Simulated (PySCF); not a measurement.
## Spin-rotation constants: SMILES CCB(NCC)Br, C4H11BBrN

Geometry:
| atom | x (Å) | y (Å) | z (Å) |
| --- | --- | --- | --- |
| C1 | 2.548 | 0.980 | -0.091 |
| C2 | 2.042 | -0.443 | -0.310 |
| N3 | 0.680 | -0.449 | -0.814 |
| B4 | -0.497 | -0.790 | -0.177 |
| Br5 | -0.441 | -1.401 | 1.625 |
| C6 | -1.909 | -0.656 | -0.899 |
| C7 | -2.735 | 0.506 | -0.324 |
| H8 | 1.928 | 1.490 | 0.642 |
| H9 | 2.524 | 1.544 | -1.021 |
| H10 | 3.571 | 0.956 | 0.275 |
| H11 | 2.687 | -0.962 | -1.029 |
| H12 | 2.071 | -0.993 | 0.633 |
| H13 | 0.629 | -0.088 | -1.757 |
| H14 | -2.492 | -1.573 | -0.775 |
| H15 | -1.796 | -0.502 | -1.976 |
| H16 | -2.898 | 0.368 | 0.743 |
| H17 | -2.217 | 1.452 | -0.471 |
| H18 | -3.705 | 0.567 | -0.812 |

Method used: GIAO PBE0/pcSseg-1 magnetisability, rotational g tensor and spin-rotation constants, non-relativistic, gas phase (PySCF). Geometry: GFN2-xTB.

The calculation is non-relativistic, which matters for the atoms heavier than Zn.

**Question.** Give the nuclear spin-rotation constants along the inertial axes (H = +C I·J) beside the isotropic shieldings.

**Answer.** Rotational constants 1.7662, 1.2206, 0.8213 GHz. A star marks the isotopologue with that one atom substituted, in its own axes.
| atom | isotope | Caa (kHz) | Cbb (kHz) | Ccc (kHz) | mean (kHz) | σ (ppm) |
| --- | --- | --- | --- | --- | --- | --- |
| N3 | 14N | 0.136 | 0.155 | 0.050 | 0.114 | 125.3 |
| B4 | 11B | 0.544 | 0.412 | 0.160 | 0.372 | 59.4 |
| Br5 | 79Br | 2.541 | 0.765 | 0.425 | 1.244 | 2559.3 |
| H8 | 1H | -0.117 | -0.143 | -0.012 | -0.091 | 30.5 |
| H9 | 1H | -0.171 | 0.011 | -0.095 | -0.085 | 30.7 |
| H10 | 1H | -0.056 | -0.074 | -0.091 | -0.074 | 30.6 |
| H11 | 1H | -0.097 | -0.122 | -0.011 | -0.076 | 28.7 |
| H12 | 1H | -0.150 | 0.049 | -0.086 | -0.062 | 27.7 |
| H13 | 1H | -0.179 | 0.058 | -0.096 | -0.072 | 27.4 |
| H14 | 1H | -0.042 | -0.124 | -0.058 | -0.075 | 30.5 |
| H15 | 1H | -0.158 | -0.021 | -0.078 | -0.086 | 30.9 |
| H16 | 1H | -0.141 | -0.036 | -0.066 | -0.081 | 30.3 |
| H17 | 1H | -0.077 | -0.117 | -0.052 | -0.082 | 31.0 |
| H18 | 1H | -0.075 | -0.050 | -0.090 | -0.072 | 30.5 |
| C1 | 13C* | 0.250 | 0.188 | 0.114 | 0.184 | 166.1 |
| C2 | 13C* | 0.304 | 0.222 | 0.149 | 0.225 | 143.7 |
| C6 | 13C* | 0.270 | 0.161 | 0.128 | 0.186 | 165.8 |
| C7 | 13C* | 0.240 | 0.166 | 0.105 | 0.171 | 173.9 |

For the geometry as given, no vibrational averaging.

**Question.** How do the rotational constants and the g tensor change when H8, H9, H10, H11, H12, H13, H14, H15, H16, H17, H18 are replaced by deuterium?

**Answer.** Constants 1.5252, 1.0173, 0.7057 GHz; g -0.0042, -0.0033, 0.0022, against -0.0051, -0.0036, 0.0028 before.
